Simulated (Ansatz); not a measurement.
`FB(Cl)[SeH]` and `ClB(Cl)[SeH]` differ in one atom or group.

Ansatz, PBE0-D4/def2-TZVP geometries, multiplicity 1. Each molecule was computed in one conformer, which needn't be the lowest.

Scalar relativity is left out up to krypton. Spin–orbit coupling is left out; it splits and shifts lone-pair levels of the heavy atoms by tenths of an eV.

```
                                        property  `FB(Cl)[SeH]`
             HOMO energy (B3LYP/def2-TZVPP) / eV          -7.60
            HOMO–LUMO gap (PBE0/def2-TZVPP) / eV           7.05
               LUMO energy (PBE/def2-TZVPP) / eV          -1.73
  size of the dipole moment (PBE/def2-TZVPP) / D           1.13
size of the dipole moment (B3LYP/def2-TZVPP) / D           1.17
              HOMO energy (PBE0/def2-TZVPP) / eV          -7.85
```

(1) What does the change do to each property? (Best estimate.)

Answers

(1) Ansatz gave: 
```tsv
property	`ClB(Cl)[SeH]`	shift
HOMO energy (B3LYP/def2-TZVPP) / eV	-7.57	0.03
HOMO–LUMO gap (PBE0/def2-TZVPP) / eV	6.38	-0.67
LUMO energy (PBE/def2-TZVPP) / eV	-2.31	-0.58
size of the dipole moment (PBE/def2-TZVPP) / D	1.02	-0.11
size of the dipole moment (B3LYP/def2-TZVPP) / D	1.02	-0.15
HOMO energy (PBE0/def2-TZVPP) / eV	-7.82	0.03
```

Dipoles are sizes alone; their direction can turn.

B3LYP here is the variant with VWN-RPA as its local correlation; programs differ in this.
